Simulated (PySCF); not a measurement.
Input file for PySCF: R-HF/STO-3G on CH5BOS (SMILES CB(O)S), a point of a torsion scan.

```python
from pyscf import gto, scf, dft, mp
from pyscf.data.elements import chemcore

mol = gto.M(
    atom='''
    C    -0.73115377   -0.63240546   -0.04052234
    B     0.39317192    0.49367913    0.03861795
    O     0.23988225    1.73221637   -0.44719032
    S     2.01060616    0.17172559    0.78797593
    H    -0.58482058   -1.44425805    0.66725984
    H    -1.72456377   -0.21963549    0.12972921
    H    -0.74340975   -1.07829021   -1.03537409
    H    -0.59432173    1.96027667   -0.85594704
    H     1.79435995   -1.09521477    1.12042644
    ''',
    basis='sto-3g',
    charge=0, spin=0, verbose=3, max_memory=1800)
mf = scf.RHF(mol)
mf.conv_tol = 1e-8
mf.max_cycle = 100
mf.kernel()
if not mf.converged:
    mf = mf.newton().run(mf.mo_coeff, mf.mo_occ)
```

Output:

```
converged SCF energy = -531.795188277905
```

The calculation finished and met its thresholds.

Cost: very roughly 0.3 core-seconds.
